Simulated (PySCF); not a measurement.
# La²⁺ (lanthanum, charge +2) across methods

[Xe] 5d1, 2D determinant. Computed with PySCF 2.14 in cc-pwCVTZ-X2C, with the spin-free X2C one-electron Hamiltonian (Gaussian nucleus).

```
method  E (hartree)  mean ε 5p α (eV)  mean ε 5p β (eV)  mean ε 5d α (eV)  Σ⟨r²⟩ (bohr²)   ⟨S²⟩
r2SCAN     -8491.86           -35.649           -35.178           -15.472          47.49  0.754
  PBE0     -8491.52           -36.960           -36.366           -16.319          47.45  0.752
   PBE     -8491.45           -35.109           -34.656           -15.319          47.52  0.752
   LDA     -8484.66           -35.284           -34.879           -15.224          47.54  0.751
```

(1) Estimate the same row for UHF.

Spin-orbit coupling, absent here, splits the open shell strongly.

Results:

(1) E (hartree) = -8488.72792; mean ε 5p α (eV) = -41.353; mean ε 5p β (eV) = -40.275; mean ε 5d α (eV) = -18.594; Σ⟨r²⟩ (bohr²) = 47.85; ⟨S²⟩ = 0.756.
